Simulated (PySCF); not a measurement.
C₂BFN₂O₂, SMILES O=C=NB(F)N=C=O.

Geometry: PBE0-D3(BJ)/def2-SVP. The values are those of a single conformer.

Two levels are set side by side: PBE/def2-TZVP (PySCF) and M06-2X/def2-TZVP (PySCF). Same geometry, gas phase. Differences are taken from unrounded values.

```json
[
 {"quantity": "orbital gap (eV)", "M06-2X": "9.73", "PBE": "5.05", "PBE minus M06-2X": "-4.68"},
 {"quantity": "highest occupied level (eV)", "M06-2X": "-10.50", "PBE": "-7.61", "PBE minus M06-2X": "2.90"},
 {"quantity": "lowest empty level (eV)", "M06-2X": "-0.77", "PBE": "-2.56", "PBE minus M06-2X": "-1.78"},
 {"quantity": "dipole moment (D)", "M06-2X": "0.27", "PBE": "0.22", "PBE minus M06-2X": "-0.05"},
 {"quantity": "mean polarisability (bohr³)", "M06-2X": "53.3", "PBE": "57.2", "PBE minus M06-2X": "3.9"}
]
```

PBE's occupied levels lie high since its potential decays too fast outside the molecule; exact exchange lowers them and widens the gap. Loosely held outer electrons make PBE densities more polarisable. Differences between two approximate levels are no errors against the true value.

Rough cost on one machine, each run with all the roots and properties that it gave: M06-2X against PBE about 4 times.
